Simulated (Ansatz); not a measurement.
Start from `[F][In]([F])[SeH]` and change one atom or group to get `[F][In]([F])[Br]`.

Ansatz, PBE0-D4/def2-TZVP geometries, multiplicity 1. Each molecule was computed in one conformer, which needn't be the lowest.

Elements past krypton have def2 core potentials. Scalar relativity is left out up to krypton. Spin–orbit coupling is left out; it splits and shifts lone-pair levels of the heavy atoms by tenths of an eV.

```csv
property,`[F][In]([F])[SeH]`
LUMO energy (B3LYP/def2-TZVPP) / eV,-3.01
HOMO energy (PBE0/def2-TZVPP) / eV,-8.16
size of the dipole moment (ωB97M-V/def2-TZVPP) / D,3.09
HOMO energy (ωB97M-V/def2-TZVPP) / eV,-10.30
HOMO–LUMO gap (B3LYP/def2-TZVPP) / eV,4.92
LUMO energy (PBE0/def2-TZVPP) / eV,-2.68
```

(1) Give the same properties after the change, and the shifts. (Best estimate.)

## Answers

(1) The calculation gave: 
| property | `[F][In]([F])[Br]` | shift |
| --- | --- | --- |
| LUMO energy (B3LYP/def2-TZVPP) / eV | -3.54 | -0.53 |
| HOMO energy (PBE0/def2-TZVPP) / eV | -9.33 | -1.17 |
| size of the dipole moment (ωB97M-V/def2-TZVPP) / D | 1.66 | -1.43 |
| HOMO energy (ωB97M-V/def2-TZVPP) / eV | -11.56 | -1.26 |
| HOMO–LUMO gap (B3LYP/def2-TZVPP) / eV | 5.53 | 0.61 |
| LUMO energy (PBE0/def2-TZVPP) / eV | -3.18 | -0.50 |

With PBE0 the HOMO falls by 1.17 eV and the LUMO falls by 0.50 eV, so the gap widens by about 0.67 eV. PBE moves the HOMO by -1.01 eV and ωB97M-V by -1.26 eV. The zero-point energy changes by -19.3 kJ/mol with -3 modes. Dipoles are sizes alone; their direction can turn.

B3LYP here is the variant with VWN-RPA as its local correlation; programs differ in this.
